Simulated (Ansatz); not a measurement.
A search over several starts for the lowest SCF solution of the cluster Mg₂Zn₂ at the given spin, in a small basis.

```yaml
crystal:
  periodic: [false, false, false]
  atoms:
    - {symbol: Mg, position_ang: [-1.471385, 1.212638, -1.614665]}
    - {symbol: Mg, position_ang: [1.432650, 0.041952, -0.590773]}
    - {symbol: Zn, position_ang: [-1.024004, -0.089174, 0.509935]}
    - {symbol: Zn, position_ang: [1.062738, -1.165427, 1.695502]}
basis:
  gaussian: {orbitals: def2-SVP, initial_orbitals: start.molden}
magnetization: {spin_polarized: true, initial_magnetization: 4}
hamiltonian: {xc: pbe0}
output: {orbitals: {seedname: orbitals}}
```

The file start.molden holds the orbitals of an earlier run on this structure, at another level or in another basis.

```sh
$ ansatz run in.yaml --threads 2 --pin off --events-out ev --progress --plain --max-ram 4352MiB
```

Output, abridged:

```
Functional definition: PBE0
880 factors; integrals over basis functions are off by at most 2.8e-4 eV
mean field evaluation 1: about -107688.0790 eV, gradient 4.8e0 eV
mean field evaluation 2: about -107688.1915 eV, gradient 2.2e-1 eV
mean field evaluation 4: about -107688.7146 eV, gradient 9.7e-3 eV
mean field evaluation 8: about -107688.7148 eV, gradient 2.0e-5 eV
mean field evaluation 16: about -107687.3611 eV, gradient 1.7e1 eV
mean field evaluation 32: about -107688.7147 eV, gradient 1.1e-2 eV
mean field evaluation 64: about -107688.3363 eV, gradient 3.9e-1 eV
mean field -107688.71475009 eV, -3957.4872730334 hartree, gradient 7.6e-6 eV, S^2 6.014814; 9 other end points of the search recorded, 0 dependent functions left out
reference -107688.71478378 eV, -3957.4872742713 hartree; 44, 40 occupied and 54, 58 virtual orbitals, 880 factors
Total energy: -107688.71478378 eV, -3957.4872742713 hartree
```

Run time 25 s (2 threads of Arm Neoverse V1 on a shared host).

At PBE0/def2-TZVP a singlet of charge 0 lies 2.95 eV below the quintet, each at its own geometry. The structure comes from a short search, and lower isomers may exist.
